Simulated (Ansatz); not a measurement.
Calculated with Ansatz (gas phase, PBE0-D4/def2-TZVP geometries, no zero-point term in ΔE). CCSD(T)/CBS adds triple-zeta CCSD(T) − MP2 to the extrapolated MP2 energy (def2 sets, frozen cores). This one scheme is used for every species. DFT in def2-TZVPP. B3LYP here is the variant with VWN-RPA as its local correlation; programs differ in this. One conformer a species, not always the lowest.

Consider the ligand exchange at the Si–O bond: `O[SiH2]O[SiH](Cl)Cl` + HCl → trichlorosilane + `O[SiH2]O`.

```json
{"level": "PBE-D4", "ΔE (kcal/mol)": "5.0", "difference from CCSD(T)/CBS": "-2.9"}
{"level": "r2SCAN-D4", "ΔE (kcal/mol)": "7.0", "difference from CCSD(T)/CBS": "-0.9"}
{"level": "PBE0-D4", "ΔE (kcal/mol)": "6.1", "difference from CCSD(T)/CBS": "-1.8"}
{"level": "B3LYP-D4", "ΔE (kcal/mol)": "8.6", "difference from CCSD(T)/CBS": "0.7"}
{"level": "ωB97X-V", "ΔE (kcal/mol)": "7.5", "difference from CCSD(T)/CBS": "-0.4"}
{"level": "ωB97M-V", "ΔE (kcal/mol)": "7.3", "difference from CCSD(T)/CBS": "-0.6"}
{"level": "B2PLYP", "ΔE (kcal/mol)": "7.4", "difference from CCSD(T)/CBS": "-0.5"}
{"level": "PBE", "ΔE (kcal/mol)": "3.8", "difference from CCSD(T)/CBS": "-4.1"}
{"level": "r2SCAN", "ΔE (kcal/mol)": "6.5", "difference from CCSD(T)/CBS": "-1.4"}
{"level": "PBE0", "ΔE (kcal/mol)": "5.0", "difference from CCSD(T)/CBS": "-2.9"}
{"level": "B3LYP", "ΔE (kcal/mol)": "6.7", "difference from CCSD(T)/CBS": "-1.2"}
{"level": "HF/def2-TZVPP", "ΔE (kcal/mol)": "10.0", "difference from CCSD(T)/CBS": "2.1"}
{"level": "MP2/def2-TZVPP", "ΔE (kcal/mol)": "7.6", "difference from CCSD(T)/CBS": "-0.3"}
{"level": "SCS-MP2/def2-TZVPP", "ΔE (kcal/mol)": "8.4", "difference from CCSD(T)/CBS": "0.5"}
{"level": "CCSD/def2-TZVPP", "ΔE (kcal/mol)": "9.1", "difference from CCSD(T)/CBS": "1.2"}
{"level": "CCSD(T)/def2-TZVPP", "ΔE (kcal/mol)": "8.7", "difference from CCSD(T)/CBS": "0.8"}
{"level": "HF/def2-QZVPP", "ΔE (kcal/mol)": "10.4", "difference from CCSD(T)/CBS": "2.5"}
{"level": "MP2/def2-QZVPP", "ΔE (kcal/mol)": "7.3", "difference from CCSD(T)/CBS": "-0.6"}
{"level": "SCS-MP2/def2-QZVPP", "ΔE (kcal/mol)": "8.0", "difference from CCSD(T)/CBS": "0.1"}
{"level": "HF/CBS(def2)", "ΔE (kcal/mol)": "10.5", "difference from CCSD(T)/CBS": "2.6"}
{"level": "MP2/CBS(def2)", "ΔE (kcal/mol)": "6.8", "difference from CCSD(T)/CBS": "-1.1"}
{"level": "CCSD/CBS(def2)", "ΔE (kcal/mol)": "8.3", "difference from CCSD(T)/CBS": "0.4"}
{"level": "CCSD(T)/CBS", "ΔE (kcal/mol)": "7.9", "difference from CCSD(T)/CBS": "0"}
```

Largest T1 diagnostic among the species: 0.011.

The D4 term adds +1.9 kcal/mol with B3LYP and +1.2 kcal/mol with PBE0; it sums over pairs of atoms, weighted by their polarisabilities, and B3LYP, whose exchange is more repulsive, gets the larger term. From PBE to PBE0 (25 % exact exchange), in def2-TZVPP and without D4, ΔE moves by +1.2 kcal/mol. In def2-TZVPP, CCSD(T) changes the Hartree–Fock value by −1.2 kcal/mol (the triples alone add −0.4 kcal/mol) and MP2 by −2.4 kcal/mol.
